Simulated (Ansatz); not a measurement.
Born–Oppenheimer molecular dynamics of FH₇OW (10 atoms, charge 0, multiplicity 1). It starts at the highest image of a converged band. Of that band: Neighbouring images differ by up to 1.4 eV, so the band resolves the path poorly. A vibrational analysis at the climbing image gives one clearly imaginary mode, 1548i cm⁻¹: a first-order saddle point.

These are results of RHF/def2-SVP (Ansatz 0.2.0), not measurements.

- ensemble: NVE (velocity Verlet)
- time step: 0.5 fs
- steps asked: 200
- starting velocities drawn for: 300 K
- seed: 10656

First frame:

```xyz
10
Properties=species:S:1:pos:R:3
W 0.352 -0.097 0.372
H -0.233 1.061 1.724
H 1.249 0.320 -0.975
H -0.208 1.293 -0.399
H -1.307 -0.079 0.289
O 0.402 -1.967 0.502
H 0.072 -2.769 0.129
H -0.407 -0.346 -1.061
F 1.844 1.070 1.417
H 0.775 1.265 1.780
```

(1) How far do the bonds stretch over the last three quarters of this one trajectory? (Pairs bonded in most of those frames.)

## Answers

(1) 
```json
{"bond": "W1–H2", "mean (Å)": "1.700", "spread (Å)": "0.038", "shortest": "1.64", "longest": "1.76"}
{"bond": "W1–H3", "mean (Å)": "1.728", "spread (Å)": "0.015", "shortest": "1.70", "longest": "1.76"}
{"bond": "W1–H4", "mean (Å)": "1.693", "spread (Å)": "0.019", "shortest": "1.66", "longest": "1.73"}
{"bond": "W1–H5", "mean (Å)": "1.644", "spread (Å)": "0.010", "shortest": "1.62", "longest": "1.67"}
{"bond": "W1–O6", "mean (Å)": "1.890", "spread (Å)": "0.011", "shortest": "1.87", "longest": "1.91"}
{"bond": "W1–H8", "mean (Å)": "1.648", "spread (Å)": "0.013", "shortest": "1.63", "longest": "1.67"}
{"bond": "O6–H7", "mean (Å)": "0.946", "spread (Å)": "0.020", "shortest": "0.92", "longest": "0.97"}
{"bond": "F9–H10", "mean (Å)": "0.911", "spread (Å)": "0.028", "shortest": "0.87", "longest": "0.95"}
```

Mean temperature of the second half: 467 K. The conserved energy stayed within 0.22 meV per atom of its start (net change 0.17 meV per atom), so the integration is sound. The kinetic energy rose, since the run started high on the potential surface and went downhill. It ends in pieces (FH + H6OW), so much of that is their flight and rotation, not heat. A run of 0.1 ps of so small a system gives no equilibrium averages. The orbitals stay closed-shell, which can raise the energy where a bond breaks towards radicals; this wasn't checked here.

Time of the run: 6.1 min on 1 thread of Arm Neoverse V1, on a shared host, peak memory 0.16 GiB.
